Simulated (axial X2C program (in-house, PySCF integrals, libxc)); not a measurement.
# Spin–orbit effects down a group: molecules with F (ions), PBE0

All values come from calculations with an in-house all-electron X2C program for linear molecules (integrals from PySCF), spin-free (one-electron X2C) or two-component (2c: spin–orbit coupling with atomic mean-field Coulomb and Gaunt terms, which also bring small scalar terms), in Dyall basis sets with cores contracted in-house; open shells are unrestricted.

Basis sets: F dyall-av3z, Nb dyall-cv3z, Ta dyall-cv3z, V dyall-cv3z.

| molecule | spin-free state | Re (Å) | ωe (cm⁻¹) | De (eV) | 2c state | Re 2c (Å) | ωe 2c (cm⁻¹) | De 2c (eV) |
| --- | --- | --- | --- | --- | --- | --- | --- | --- |
| VF⁺ | M_S = 3/2, Λ = 1 | 1.710 | 811.4 | 4.67 | Ω = 1/2 | 1.710 | 811.4 | n/a |
| NbF⁺ | M_S = 3/2, Λ = 0 | 1.782 | 750.4 | 5.26 | Ω = 3/2 | 1.783 | 749.6 | n/a |
| TaF⁺ | M_S = 3/2, Λ = 0 | 1.765 | 815.6 | 6.13 | Ω = 3/2 | 1.765 | 813.5 | n/a |

Q: Work out the shifts from the spin-free to the two-component result.

A: 

| molecule | 2c state | ΔRe (Å) | Δωe (cm⁻¹) | ΔDe (eV) |
| --- | --- | --- | --- | --- |
| VF⁺ | Ω = 1/2 | 0.000 | 0.0 | n/a |
| NbF⁺ | Ω = 3/2 | 0.001 | -0.8 | n/a |
| TaF⁺ | Ω = 3/2 | 0.000 | -2.1 | n/a |

Shifts of one unit in the last digit are rounding.

Fragments in 2c: V+ + F, Nb+ + F, Ta+ + F. Each entry is the lowest single determinant of a limited PBE0 search at one distance. De goes to single-determinant-based atoms at the same level (for ions the charge split of lowest energy) and is withheld (n/a) where an atom does not fit its ground term or J level. Main or longest-lived isotopes. One determinant is a doubtful description, or other states lie close, for VF⁺, NbF⁺, TaF⁺; these need not be ground states, and all values refer to the states named. With several unpaired electrons the Ω given is that of one determinant, not necessarily of the lowest component. The functionals have no current term, which raises determinants with orbital currents.
